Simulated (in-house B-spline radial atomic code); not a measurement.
Configurations of Sr VII (Sr6+), with energies counted from [Ar] 3d10 4s2 4p2. Level of theory: scalar-relativistic (X2C) BHandHLYP, spin-polarised, spherical fractional occupations, exact exchange averaged over the configuration, Fermi nucleus of rms radius 4.224 fm; calculated with an all-electron radial atomic-structure program (B-spline basis). Shells without spins written out take the highest spin.

Occupations are held fixed; configurations that lie above the ionisation limit could autoionise.

```tsv
configuration	E - E(ref) (eV)	highest orbital	its <r> (bohr)
[Ar] 3d9 4s2 4p2 4d1	155.36	4d up	1.564
[Ar] 3d9 4s2 4p2 4f1	184.55	4f up	2.085
[Ar] 3d9 4s2 4p2 5d1	191.01	5d up	3.159
[Ne] 3s2 3p5 3d10 4s2 4p2 4d1	290.15	4d up	1.566
[Ne] 3s2 3p5 3d10 4s2 4p2 4f1	319.26	4f up	2.083
```

(1) Order these further configurations by energy, lowest first.
A. [Ar] 3d10 4s2 4p1 5s1
B. [Ar] 3d9 4s2 4p2 5f1
C. [Ar] 3d9 4s2 4p3
D. [Ar] 3d10 4s1 4p2 4d1
E. [Ne] 3s2 3p5 3d10 4s2 4p2 5f1

(2) How far above the reference does [Ar] 3d10 4s2 4p1 5f1 lie?

Answers

(1) A (45.785 eV), D (47.711 eV), C (122.26 eV), B (201.98 eV), E (336.69 eV).

(2) 75.433 eV; its least bound orbital is 5f up with <r> = 4.02 bohr.
